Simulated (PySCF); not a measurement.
AsF₃, charge -1, doublet, at a GFN2-xTB geometry (a state made from the parent by changing its charge; the spin is typed, not shown lowest); M062X/3-21G run with PySCF.

PySCF was given this input:
```python
from pyscf import gto, scf, dft

mol = gto.Mole()
mol.atom = '''
    F    -1.817098   -0.890598    0.073257
    As    0.133596   -0.307540    0.032107
    F     1.895964    0.709046   -0.054303
    F    -0.568718    1.309198   -0.136682
'''
mol.basis = '3-21g'
mol.charge = -1
mol.spin = 1
mol.verbose = 4
mol.build()

mf = dft.UKS(mol)
mf.xc = 'm062x'
mf.grids.atom_grid = (30, 110)
mf.kernel()
```

### Question
Write the output that PySCF gives for this input, abridged.

### Answer

```
PySCF version 2.14.0

[INPUT] verbose = 4
[INPUT] num. atoms = 4
[INPUT] num. electrons = 61
[INPUT] charge = -1
[INPUT] spin (= nelec alpha-beta = 2S) = 1
[INPUT] symmetry False subgroup None
[INPUT] Mole.unit = angstrom
[INPUT] Symbol           X                Y                Z      unit          X                Y                Z       unit  Magmom
[INPUT]  1 F     -1.817098000000  -0.890598000000   0.073257000000 AA   -3.433817561495  -1.682986307085   0.138435666707 Bohr   0.0
[INPUT]  2 As     0.133596000000  -0.307540000000   0.032107000000 AA    0.252459851337  -0.581166372349   0.060673436681 Bohr   0.0
[INPUT]  3 F      1.895964000000   0.709046000000  -0.054303000000 AA    3.582852702035   1.339902749718  -0.102617797742 Bohr   0.0
[INPUT]  4 F     -0.568718000000   1.309198000000  -0.136682000000 AA   -1.074721262110   2.474025662828  -0.258291546158 Bohr   0.0

nuclear repulsion = 287.487303407514
number of shells = 25
number of NR pGTOs = 99
number of NR cGTOs = 49
basis = 3-21g
ecp = {}

******** <class 'pyscf.dft.uks.UKS'> ********
method = UKS
initial guess = minao
damping factor = 0
level_shift factor = 0
DIIS = <class 'pyscf.scf.diis.CDIIS'>
diis_start_cycle = 1
diis_space = 8
diis_damp = 0
SCF conv_tol = 1e-09
SCF conv_tol_grad = None
SCF max_cycles = 50
direct_scf = True
direct_scf_tol = 1e-13
number electrons alpha = 31  beta = 30
XC library pyscf.dft.libxc version 7.1.2
    S. Lehtola, C. Steigemann, M. J. T. Oliveira, and M. A. L. Marques,  SoftwareX 7, 1–5 (2018)
XC functionals = m062x
    Y. Zhao and D. G. Truhlar,  Theor. Chem. Acc. 120, 215 (2008)
    Y. Zhao and D. G. Truhlar,  Theor. Chem. Acc. 120, 215 (2008)
radial grids:
    Treutler-Ahlrichs [JCP 102, 346 (1995); DOI:10.1063/1.469408] (M4) radial grids

becke partition: Becke, JCP 88, 2547 (1988); DOI:10.1063/1.454033
pruning grids: <function nwchem_prune>
grids dens level: 3
symmetrized grids: False
atomic radii adjust function: <function treutler_atomic_radii_adjust>
User specified grid scheme (30, 110)
small_rho_cutoff = 0
Set gradient conv threshold to 3.16228e-05
tot grids = 9832
init E= -2520.46926698248

cycle= 1 E= -2522.88130198075  delta_E= -2.41  |g|= 0.639  |ddm|= 1.35
cycle= 2 E= -2522.84006855456  delta_E= 0.0412  |g|= 0.774  |ddm|= 0.871
cycle= 3 E= -2523.01365280381  delta_E= -0.174  |g|= 0.0344  |ddm|= 0.473
cycle= 4 E= -2523.01405873255  delta_E= -0.000406  |g|= 0.0258  |ddm|= 0.0427
cycle= 5 E= -2523.01424263134  delta_E= -0.000184  |g|= 0.00443  |ddm|= 0.0154
cycle= 6 E= -2523.01425808182  delta_E= -1.55e-05  |g|= 0.000922  |ddm|= 0.00826
cycle= 7 E= -2523.01425935149  delta_E= -1.27e-06  |g|= 0.000287  |ddm|= 0.00212
cycle= 8 E= -2523.01425952002  delta_E= -1.69e-07  |g|= 0.000123  |ddm|= 0.000813
cycle= 9 E= -2523.01425953365  delta_E= -1.36e-08  |g|= 8.49e-05  |ddm|= 0.000201
cycle= 10 E= -2523.01425953897  delta_E= -5.32e-09  |g|= 9.71e-06  |ddm|= 0.000137
cycle= 11 E= -2523.01425953919  delta_E= -2.17e-10  |g|= 2.49e-06  |ddm|= 3.35e-05
Extra cycle  E= -2523.01425953922  delta_E= -3.5e-11  |g|= 1.36e-06  |ddm|= 6.23e-06
converged SCF energy = -2523.01425953922  <S^2> = 0.75200615  2S+1 = 2.0020051
```
